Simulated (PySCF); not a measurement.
Input, command and output of a PySCF 2.14 run on [Ni(H2O)3]2+: CASSCF of the metal shell, NEVPT2 and spin-orbit coupling.

```
{"job": {"kind": "lf", "basis": {"metal": "x2c-TZVPall", "ligand": "x2c-SVPall"}, "nevpt": true}, "charge": 2, "metal": "Ni", "open_shell": "d8"}
Ni     0.000000     0.000000     0.000000
O      1.870000     0.000000     0.000000
H      2.445000     0.775000     0.000000
H      2.445000    -0.775000     0.000000
O     -0.935000     1.619468     0.000000
H     -1.893670     1.729932     0.000000
H     -0.551330     2.504932     0.000000
O     -0.935000    -1.619468     0.000000
H     -0.551330    -2.504932     0.000000
H     -1.893670    -1.729932     0.000000
```

```bash
OMP_NUM_THREADS=1 python lf_run.py task.json out
```

```
basis functions 120, electrons 56, active (8e, 5o)
stage 1: DIIS on the effective Fock matrix, level shift 0.30
cycle   1  E = -1745.8895159335  dE = -1.746e+03  max|g| = 6.482e-01
cycle   2  E = -1746.3529379188  dE = -4.634e-01  max|g| = 5.714e-01
cycle   3  E = -1746.0532819746  dE =  2.997e-01  max|g| = 8.557e-01
cycle   4  E = -1746.5256581503  dE = -4.724e-01  max|g| = 1.062e-01
cycle   5  E = -1746.5509900230  dE = -2.533e-02  max|g| = 5.787e-02
cycle   6  E = -1746.5594829806  dE = -8.493e-03  max|g| = 3.431e-02
cycle   7  E = -1746.5598684366  dE = -3.855e-04  max|g| = 3.588e-02
cycle   8  E = -1746.5607541630  dE = -8.857e-04  max|g| = 3.111e-02
cycle   9  E = -1746.5618935466  dE = -1.139e-03  max|g| = 2.241e-02
cycle  10  E = -1746.5618194779  dE =  7.407e-05  max|g| = 2.314e-02
cycle  11  E = -1746.5611371891  dE =  6.823e-04  max|g| = 2.873e-02
cycle  12  E = -1746.5597087849  dE =  1.428e-03  max|g| = 3.755e-02
cycle  13  E = -1746.5515522315  dE =  8.157e-03  max|g| = 6.885e-02
cycle  14  E = -1746.5279060951  dE =  2.365e-02  max|g| = 1.179e-01
cycle  15  E = -1746.4665319722  dE =  6.137e-02  max|g| = 1.866e-01
stage 2: quasi-Newton rotations from the point of smallest gradient
cycle  17  E = -1746.5630824373  dE = -1.189e-03  max|g| = 6.262e-03
cycle  18  E = -1746.5631006036  dE = -1.817e-05  max|g| = 6.112e-03
cycle  19  E = -1746.5631120298  dE = -1.143e-05  max|g| = 4.100e-04
cycle  20  E = -1746.5631121688  dE = -1.391e-07  max|g| = 1.510e-04
cycle  21  E = -1746.5631121960  dE = -2.715e-08  max|g| = 4.140e-05
cycle  22  E = -1746.5631121970  dE = -1.025e-09  max|g| = 5.877e-06
converged average energy = -1746.5631121970

 mult deg   label        CASSCF/cm-1   NEVPT2/cm-1
   3   1   3A1''               0.0           0.0
   3   1   3A2''              94.0          85.3
   3   2   3E'               189.9         560.7
   3   1   3A2'             1645.7        1690.5
   3   2   3E''             1413.8        1704.5
   1   1   1A1'            14945.9       12689.0
   1   2   1E''            16169.6       14063.3
   3   1   3A2'            17201.1       14374.8
   1   2   1E'             17041.2       15300.6
   1   2   1E'             20634.6       17885.0
   3   2   3E''            21582.4       19316.1
   1   1   1A1''           24491.5       22295.7
   1   1   1A2''           24728.8       22547.0
   1   2   1E'             27315.8       25610.7
   1   2   1E''            28196.1       26800.4
   1   1   1A1'            28427.5       27118.2
   1   1   1A1'            61927.7       53649.7

spin-orbit levels / cm-1
      0.00  x2  3A1'' 0.52 3A2'' 0.47
    330.04  x1  3E' 0.54 3A1'' 0.46
    367.58  x1  3E' 0.58 3A2'' 0.42
    853.74  x2  3E' 0.66 3E'' 0.16 3A2'' 0.09
   1413.46  x2  3E' 0.41 3E'' 0.41 3A2' 0.17
   1465.22  x1  3A1'' 0.54 3E' 0.46
   1512.75  x1  3A2'' 0.58 3E' 0.42
   1669.22  x1  3A2' 0.58 3E'' 0.42
   2033.23  x2  3A2'' 0.38 3A1'' 0.35 3E'' 0.23
   2365.46  x2  3E' 0.47 3A2' 0.47 3E'' 0.06
   2821.80  x2  3E'' 0.61 3E' 0.29 3A2'' 0.05
   2967.99  x1  3E'' 1.00
   3552.47  x2  3E'' 0.52 3A2' 0.36 3E' 0.11
   3797.19  x1  3E'' 0.58 3A2' 0.41
  13464.08  x1  1A1' 0.86 3A2' 0.12
  14404.41  x2  1E'' 0.58 3A2' 0.41
  15529.87  x1  3A2' 0.87 1A1' 0.12
  15931.75  x2  3A2' 0.59 1E'' 0.41
  16092.81  x2  1E' 0.94 3E'' 0.05
  18852.40  x2  1E' 1.00
  20155.34  x2  3E'' 0.94 1E' 0.05
  20338.53  x2  3E'' 0.99
  20584.02  x1  3E'' 1.00
  20594.67  x1  3E'' 0.99
  23259.60  x1  1A1'' 1.00
  23510.64  x1  1A2'' 1.00
  26581.46  x2  1E' 1.00
  27765.21  x2  1E'' 1.00
  28082.27  x1  1A1' 1.00
  54666.56  x1  1A1' 1.00
```

The job took 9.7 s on one thread of Arm Neoverse N1 (shared host), with 120 basis functions, launched as `OMP_NUM_THREADS=1 python lf_run.py task.json out`.

The geometry is a model, and the complex may not exist in this form. 3A2'' (85 cm⁻¹) lies within 300 cm⁻¹ of 3A1'' at NEVPT2 level, inside the method's error: their order is undecided, and g values and low-temperature moments can hang on it.
